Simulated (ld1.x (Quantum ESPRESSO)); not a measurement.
Configuration tests for Bi (Z = 83) (TM)

| Item | Value |
| --- | --- |
| Element | Bi |
| Generator | ld1.x (Quantum ESPRESSO) 7.5 |
| Type | norm-conserving Troullier–Martins (Kleinman–Bylander form) |
| Functional | PBE |
| Relativity | fully relativistic |
| Frozen core | [Kr] 4d10 4f14 5s2 |
| Valence charge | 21 |
| Reference configuration | 5p6 5d10 6s2 6p3 |
| Partial waves | 5p (bound): rc 1.25 bohr; 5d (bound): rc 1.15 bohr; 6s (bound): rc 1.40 bohr |
| Local potential | the s channel |
| Core correction | none |

Open shells are filled in proportion to 2j + 1 (rel_dist='average').

Occupied shells without a wave of their own: 6p. They enter only through the test configuration that unscreens the potential.

Energies are relative to the spin-unpolarised reference configuration 5p6 5d10 6s2 6p3; without spin polarisation the order of configurations can differ from experiment.

Task: Give the all-electron excitation energy and the error of the potential for: 5p6 5d10 6s2 6p2; 5p6 5d10 6s2 6p1; 5p6 5d10 6s2 6p0; 5p6 5d10 6s0 6p5; 5p6 5d10 6s2 6p3.3; 5p6 5d10 6s1 6p3; 5p6 5d9 6s2 6p3.

Result:

| valence configuration | charge | ΔE all-electron (eV) | error AE − PS (meV) |
| --- | --- | --- | --- |
| 5p6 5d10 6s2 6p2 | +1 | 8.059 | +1455 |
| 5p6 5d10 6s2 6p1 | +2 | 23.484 | +3649 |
| 5p6 5d10 6s2 6p0 | +3 | 47.046 | +6632 |
| 5p6 5d10 6s0 6p5 | 0 | 20.036 | -2616 |
| 5p6 5d10 6s2 6p3.3 | -0.3 | -1.135 | -294 |
| 5p6 5d10 6s1 6p3 | +1 | 18.648 | +172 |
| 5p6 5d9 6s2 6p3 | +1 | 33.179 | +299 |

Levels in the configuration 5p6 5d10 6s1 6p3:

```
   level  all-electron (eV)  pseudo (eV)
5p j=1/2           -123.719     -123.573
5p j=3/2            -99.061      -98.894
5d j=3/2            -38.517      -38.308
5d j=5/2            -35.489      -35.276
6s j=1/2            -23.096      -22.784
6p j=1/2            -13.990      -11.497
6p j=3/2            -11.560      -10.271
```

These tests converged, but a pseudo level misses the all-electron one widely, so the file describes the atom poorly there or has found another state: 5p6 5d10 6s2 6p2: 6p by 2.6 eV; 5p6 5d10 6s2 6p1: 6p by 3.5 eV; 5p6 5d10 6s2 6p0: empty 6p by 4.4 eV (a node warning on the way); 5p6 5d10 6s0 6p5: 6p by 1.7 eV; 5p6 5d10 6s2 6p3.3: 6p by 1.5 eV; 5p6 5d10 6s1 6p3: 6p by 2.5 eV; 5p6 5d9 6s2 6p3: 6p by 2.8 eV. The 6p level has no wave, so the channel is fitted at the deeper level alone: the likely source of the large errors.

The potential misses its own reference levels by up to 1.8 eV, so it is not fit for use.
